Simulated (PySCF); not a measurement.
Isomers of C5H12OSi2, from PBE0-D3(BJ)/def2-SVP geometry optimisation, gas phase (PySCF). One conformer each, no zero-point energy, no frequencies.

**Question.** Which isomer lies lower at this level?
A. `[CH2:1]1[CH2:2][Si@H:3]([CH:4]2[CH2:5][CH2:6]2)[O:7][SiH2:8]1` with C2–Si3–C4–C5 90°, Si8–C1–C2–Si3 -34°, C1–C2–Si3–C4 148°, Si3–C4–C5–C6 110°, C2–Si3–O7–Si8 -9°: A = 3494, B = 823.3, C = 715.3 MHz, dipole 1.76 D
B. `[CH2:1]=[CH:2][Si:3]1([O:4][SiH3:5])[CH2:6][CH2:7][CH2:8]1` with C1–C2–Si3–O4 -133°, C2–Si3–O4–Si5 -172°, C2–Si3–C6–C7 94°, Si3–C6–C7–C8 23°, C6–C7–C8–Si3 -23°, C2–Si3–C8–C7 -93°: A = 2011, B = 961.4, C = 759.1 MHz, dipole 0.64 D

**Answer.** A. That is `C1C[Si@H](C2CC2)O[SiH2]1`, 16.4 kcal/mol below the other.

```
                  SMILES                                                  mapped SMILES      E (Eh)  relative (kcal/mol)  relative (kJ/mol)  dipole (D)
C1C[Si@H](C2CC2)O[SiH2]1  [CH2:1]1[CH2:2][Si@H:3]([CH:4]2[CH2:5][CH2:6]2)[O:7][SiH2:8]1  -851.10469                  0.0                0.0        1.76
   C=C[Si]1(O[SiH3])CCC1     [CH2:1]=[CH:2][Si:3]1([O:4][SiH3:5])[CH2:6][CH2:7][CH2:8]1  -851.07862                 16.4               68.4        0.64
```

As drawn, the lower has a three-membered ring, which the higher lacks; the higher has a four-membered ring and a C=C bond outside aromatic rings, which the lower lacks.
